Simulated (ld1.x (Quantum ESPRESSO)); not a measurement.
## Which change was made? (Pb, TM semilocal)

```
Element                 : lead (Pb)
Generator               : ld1.x (Quantum ESPRESSO) 7.5
Type                    : norm-conserving Troullier–Martins (semilocal form)
Functional              : PBE
Relativity              : scalar-relativistic
Frozen core             : [Xe] 4f14
Valence charge          : 14
Reference configuration : 5d10 6s2 6p2
Partial waves           : 6p (bound): rc 2.70 bohr; 5d (bound): rc 1.90 bohr; 6s (bound): rc 1.60 bohr
Local potential         : the s channel
Core correction         : a·sin(br)/r model core, default radius (core density twice the valence density)
```

Cutoffs, loose and tight: the cutoffs (Ry, on a coarse ladder) from which the occupation-weighted sum of valence levels, in a spherical-Bessel basis at the reference potential, stays within 10 and 1 mRy of its value at 400 Ry. They do not see the model core or the augmentation charge, which bear on the density cutoff. Test errors are all-electron minus pseudo excitation energies from the reference, over the configurations 5d10 6s2 6p1; 5d10 6s2 6p0; 5d10 6s1 6p0; 5d10 6s0 6p4; 5d10 6s1 6p3; 5d9 6s2 6p3; 5d10 6s2 6p1.5; variants that change the core or the reference have their own tests.

The base gives: outcome: generated; cutoff, loose: 55 Ry; cutoff, tight: 100 Ry; bound ghosts: none; largest test error (meV): -96.

**Question.** After one change the result is: outcome: generated; cutoff, loose: 55 Ry; cutoff, tight: 100 Ry; bound ghosts: none; largest test error (meV): -187. Which change was it?
A. type ultrasoft, which also changes the form from semilocal to separable; waves now 6s (bound): rcut 1.40, rcutus 1.60 bohr; 6s channel at -0.25 Ry: rcut 1.40, rcutus 1.60 bohr; 6p (bound): rcut 2.35, rcutus 2.70 bohr; 6p channel at 1.45 Ry: rcut 2.35, rcutus 2.70 bohr; 5d (bound): rcut 1.65, rcutus 1.90 bohr; 5d channel at 0.95 Ry: rcut 1.65, rcutus 1.90 bohr; local potential all-electron potential smoothed inside 1.25 bohr (lloc = -2); augmentation PSQ, radius 1.35 bohr
B. reference 5d10 6s1 6p0
C. all radii but the core radius scaled by about 1.40 (s 2.24, p 3.78, d 2.66 bohr)
D. wave 6p (bound): rc 2.70 bohr becomes 6p (bound): rc 4.18 bohr

**Answer.** D. The others give: reference 5d10 6s1 6p0 → outcome: generated; cutoff, loose: 55 Ry; cutoff, tight: 100 Ry; bound ghosts: none; largest test error (meV): -252 | all radii but the core radius scaled by about 1.40 (s 2.24, p 3.78, d 2.66 bohr) → outcome: generated; cutoff, loose: 40 Ry; cutoff, tight: 70 Ry; bound ghosts: none; largest test error (meV): -172 | type ultrasoft, which also changes the form from semilocal to separable; waves now 6s (bound): rcut 1.40, rcutus 1.60 bohr; 6s channel at -0.25 Ry: rcut 1.40, rcutus 1.60 bohr; 6p (bound): rcut 2.35, rcutus 2.70 bohr; 6p channel at 1.45 Ry: rcut 2.35, rcutus 2.70 bohr; 5d (bound): rcut 1.65, rcutus 1.90 bohr; 5d channel at 0.95 Ry: rcut 1.65, rcutus 1.90 bohr; local potential all-electron potential smoothed inside 1.25 bohr (lloc = -2); augmentation PSQ, radius 1.35 bohr → outcome: failed: chargeps: negative rho. In the semilocal form every listed channel keeps its own potential, so the choice of the local channel does not act on these tests. It acts once the file is put into the separable form.
